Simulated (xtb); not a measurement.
xtb input (GFN-FF):

```bash
xtb mol.xyz --gfnff --opt tight --chrg 0 --uhf 0
```
mol.xyz:
```
3

Y      0.99262166    -0.38960075     0.08598495
O      1.90967668    -0.18867272    -1.46047179
Br    -1.54256167     0.47725174     0.23801032
```

End of the output:

```
         :::::::::::::::::::::::::::::::::::::::::::::::::::::
         ::                     SUMMARY                     ::
         :::::::::::::::::::::::::::::::::::::::::::::::::::::
         :: total energy              -0.495909254657 Eh    ::
         :: gradient norm              0.000012059157 Eh/a0 ::
         ::.................................................::
         :: bond energy               -0.322789090525 Eh    ::
         :: angle energy               0.000000017024 Eh    ::
         :: torsion energy             0.000000000000 Eh    ::
         :: repulsion energy           0.006819751176 Eh    ::
         :: electrostat energy        -0.178725699264 Eh    ::
         :: dispersion energy         -0.001214233068 Eh    ::
         :: HB energy                  0.000000000000 Eh    ::
         :: XB energy                  0.000000000000 Eh    ::
         :: bonded atm energy          0.000000000000 Eh    ::
         :: external energy            0.000000000000 Eh    ::
         :: add. restraining           0.000000000000 Eh    ::
         :: total charge               0.000000000000 e     ::
         :::::::::::::::::::::::::::::::::::::::::::::::::::::

           -------------------------------------------------
          |                Property Printout                |
           -------------------------------------------------

molecular dipole:
                 x           y           z       tot (Debye)
 q only:       -0.861       0.192       0.350       2.413
           -------------------------------------------------
          |                Geometry Summary                 |
           -------------------------------------------------

      molecular mass/u    :      184.8087730
   center of mass at/Å    :       -0.1969239       0.1117822      -0.1170414
  moments of inertia/u·Å² :        0.2897426E-03   0.3999610E+03   0.3999613E+03
rotational constants/cm⁻¹ :        0.5818140E+05   0.4214819E-01   0.4214816E-01

 * 2 selected distances

     #   Z          #   Z                                           value/Å
     1  39 Y        2   8 O                                       1.9009539 (min)
     1  39 Y        3  35 Br                                      2.4917819 (max)

 * 2 distinct bonds (by element types)

   Z      Z             #   av. dist./Å        max./Å        min./Å
   8 O   39 Y           1     1.9009539     1.9009539     1.9009539
  35 Br  39 Y           1     2.4917819     2.4917819     2.4917819

optimized geometry written to: xtbopt.xyz

           -------------------------------------------------
          | TOTAL ENERGY               -0.495909254657 Eh   |
          | GRADIENT NORM               0.000012059157 Eh/α |
           -------------------------------------------------
########################################################################
[WARNING] Runtime exception occurred
-1- gfnff_setup: Could not read topology file.
########################################################################

------------------------------------------------------------------------
------------------------------------------------------------------------
 total:
 SCF:
Note: The following floating-point exceptions are signalling: IEEE_UNDERFLOW_FLAG IEEE_DENORMAL
normal termination of xtb
 ANC optimizer:
```
